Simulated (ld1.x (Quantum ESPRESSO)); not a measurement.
## Building the ultrasoft potential for Nb (PBE, scalar-relativistic).

- Element: Nb (Z = 41)
- Generator: ld1.x (Quantum ESPRESSO) 7.5
- Type: ultrasoft
- Functional: PBE
- Relativity: scalar-relativistic
- Frozen core: [Ar] 3d10
- Valence charge: 13
- Reference configuration: 4s2 4p6 4d4.5 5s0.5 5p0
- Partial waves: 4s (bound): rcut 1.50, rcutus 1.70 bohr; 5s (bound): rcut 1.50, rcutus 1.70 bohr; 4p (bound): rcut 1.75, rcutus 1.90 bohr; 5p (bound, empty): rcut 1.75, rcutus 1.90 bohr; 4d (bound): rcut 1.80, rcutus 2.45 bohr; 4d channel at 2.05 Ry: rcut 1.80, rcutus 2.45 bohr
- Local potential: all-electron potential smoothed inside 2.15 bohr (lloc = -1)
- Core correction: a·sin(br)/r model core, default radius (core density twice the valence density)
- Augmentation charge: built from norm-conserving waves at rcut, not smoothed further

All-electron outer shells of the reference configuration (PBE, scalar-relativistic, ld1.x):

```
shell  level (eV)  outermost node (bohr)  outermost maximum (bohr)
   3p     -345.81                   0.17                      0.39
   3d     -195.25                      –                      0.33
   4s      -57.41                   0.53                      1.04
   4p      -33.59                   0.54                      1.12
   5s       -3.70                   1.41                      3.12
   4d       -2.41                   0.55                      1.51
   5p       -0.98                   1.64                      4.42
```

(1) Is the overlap operator S = 1 + Σ q|β⟩⟨β| positive definite (Bessel basis up to 400 Ry)?

(2) Tests: 4s2 4p6 4d4 5s1 5p0; 4s2 4p6 4d4 5s0 5p0; 4s2 4p6 4d3 5s0 5p0; 4s2 4p6 4d5 5s0 5p0; 4s2 4p6 4d3 5s2 5p0; 4s2 4p5 4d4 5s1 5p0; 4s2 4p6 4d4 5s0 5p1. Which has the largest error in its energy relative to the reference configuration, and how large is it?

A Bessel basis up to 400 Ry misses an occupied level by 1.41 Ry, so cutoffs and ghosts were not judged. The potential misses its own reference levels by up to 0.9 eV.

Answers

(1) Yes: its lowest eigenvalue is 0.18 (s channel).

(2) 4s2 4p6 4d3 5s2 5p0, with -2325 meV (all-electron minus pseudo) on -1.07 eV.
